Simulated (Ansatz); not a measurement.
Geometry optimisation, Ansatz 0.2.0, RKS PBE/def2-TZVP.

Input file:

```yaml
crystal:
  periodic: [false, false, false]
  atoms:
    - { symbol: Ga, position_ang: [-0.254576, -0.319551, -1.012458] }
    - { symbol: O, position_ang: [1.260548, 0.309277, 1.476574] }
    - { symbol: H, position_ang: [0.978004, -0.380069, 2.104288] }
    - { symbol: H, position_ang: [1.818861, -0.182961, 0.823611] }
    - { symbol: H, position_ang: [-1.757537, 0.291905, -0.563615] }
basis:
  gaussian: { orbitals: def2-TZVP }
hamiltonian:
  xc: pbe
relax:
  f_tol: 0.03
  max_steps: 50
output:
  orbitals: {}
```

Command:

```bash
$ ansatz run input.yaml --threads 2 --pin off --max-ram 3072MiB --backend cpu --events-out ev --progress --plain --runs-dir out
```

Question: Where does it end, and by what steps?

Answer: The run converged. After 15 steps the energy has fallen by 0.203 eV; H5 moved furthest, 1.16 Å.

```tsv
step	energy less start (eV)	largest force component (eV/Å)	accepted
0	0.0000	0.581	yes
1	-0.0117	1.504	yes
2	-0.0585	1.302	yes
3	-0.1096	0.785	yes
4	-0.1319	0.582	yes
5	-0.1608	0.203	yes
6	-0.1723	0.069	yes
7	-0.1784	0.043	yes
8	-0.1744	0.659	no
9	-0.1823	0.096	yes
10	-0.1839	0.361	yes
11	-0.1857	0.363	yes
12	-0.1911	0.554	yes
13	-0.1956	0.115	yes
14	-0.2020	0.196	yes
15	-0.2028	0.026	yes
```

```xyz
5
Properties=species:S:1:pos:R:3
Ga -0.127 -0.009 -1.065
O 1.228 0.268 0.994
H 0.314 0.052 1.309
H 1.793 -0.485 1.241
H -1.162 -0.107 0.349
```

Time of the run: 6.2 s on 2 threads of AMD EPYC 9R45 96-Core Processor (Zen 5), with other jobs on the host, peak memory 0.16 GiB.
